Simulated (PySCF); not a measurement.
Geometry:
| atom | x (Å) | y (Å) | z (Å) |
| --- | --- | --- | --- |
| Si1 | -0.333 | 0.420 | -1.109 |
| C2 | 0.299 | 0.352 | 0.604 |
| C3 | 0.371 | -0.808 | 1.269 |
| H4 | 0.620 | 1.277 | 1.098 |
| H5 | 0.061 | -1.755 | 0.813 |
| H6 | 0.740 | -0.861 | 2.298 |
| F7 | 0.696 | 1.122 | -2.119 |
| F8 | -1.704 | 1.245 | -1.223 |
| F9 | -0.618 | -1.061 | -1.656 |

Geometry: PBE0-D3(BJ)/def2-SVP; GIAO shifts from PySCF, gas phase, non-relativistic, averaged over equivalent atoms.

At B3LYP/pcSseg-1 (124 basis functions, 21 s wall time on 1 thread of an Intel Xeon, shared host):
| atoms | δ (ppm) |
| --- | --- |
| Si1 | -69.0 |
| C3 | 153.6 |
| C2 | 128.3 |
| H5/H6 | 6.53 |
| H4 | 5.83 |
| F7/F8/F9 | -148.4 |

References, each an isolated molecule treated in the same way: TMS for ²⁹Si (337.86 ppm) and ¹³C (179.24 ppm) and ¹H (31.38 ppm); CFCl3 for ¹⁹F (171.94 ppm).

**Question.** Estimate the result of repeating the calculation with PBE0/pcSseg-1.

**Answer.** 
```json
{"atoms": "Si1", "δ at PBE0/pcSseg-1": "-62.3", "change": "+6.7"}
{"atoms": "C3", "δ at PBE0/pcSseg-1": "154.7", "change": "+1.1"}
{"atoms": "C2", "δ at PBE0/pcSseg-1": "128.1", "change": "-0.2"}
{"atoms": "H5/H6", "δ at PBE0/pcSseg-1": "6.68", "change": "+0.15"}
{"atoms": "H4", "δ at PBE0/pcSseg-1": "5.97", "change": "+0.14"}
{"atoms": "F7/F8/F9", "δ at PBE0/pcSseg-1": "-145.1", "change": "+3.3"}
```

Shifts are taken against calculated references (same method and geometry level): ²⁹Si (351.99 ppm) and ¹³C (184.41 ppm) and ¹H (31.27 ppm) vs TMS; CFCl3 for ¹⁹F (177.25 ppm).

The largest change is at Si1 (silicon bonded to C, 3 F). Cost: 124 basis functions, 33 s wall time on 1 thread of an Intel Xeon, shared host.

The averaged F atoms aren't alike in the static structure (σ from 315 to 331 ppm); the average presumes fast exchange among these sites. Unscaled 19F shifts against computed CFCl3 carry errors that often reach 10 to 50 ppm.
